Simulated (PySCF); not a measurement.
CH2BF3O.

```xyz
8

B      0.7643     1.0345     0.0000
C      0.0466    -0.4083     0.0000
F      0.3665    -1.1284    -1.0809
F      0.3665    -1.1284     1.0809
F     -1.3009    -0.2743     0.0000
H      1.9632     1.1321     0.0000
O     -0.0011     2.1264     0.0000
H     -0.9457     1.9143     0.0000
```
Charge 0, spin multiplicity 1.

The structure is a stationary point at PBE0-D3(BJ)/def2-SVP. This is a generated structure with no PubChem entry under its InChIKey; it may be hypothetical. The values are those of a single conformer.

All values below come from PBE/pcSseg-1 in PySCF. Non-relativistic, no solvent.

Q: Give the absolute GIAO shielding of each atom: isotropic value and principal components (ppm). (The exact figures need the calculation; the answer reports its results.)

A: 
| atom | σ(iso) | σ11 | σ22 | σ33 | span |
|---|---|---|---|---|---|
| B1 | 58.0 | 30.2 | 43.0 | 100.7 | 70.5 |
| C2 | 47.0 | 38.4 | 43.3 | 59.4 | 21.0 |
| F3 | 244.1 | 148.4 | 269.3 | 314.5 | 166.1 |
| F4 | 244.1 | 148.4 | 269.3 | 314.5 | 166.1 |
| F5 | 264.3 | 155.9 | 290.6 | 346.3 | 190.4 |
| H6 | 26.2 | 25.2 | 25.4 | 27.9 | 2.7 |
| O7 | 125.4 | -65.2 | 121.7 | 319.6 | 384.7 |
| H8 | 24.2 | 20.1 | 25.0 | 27.7 | 7.6 |
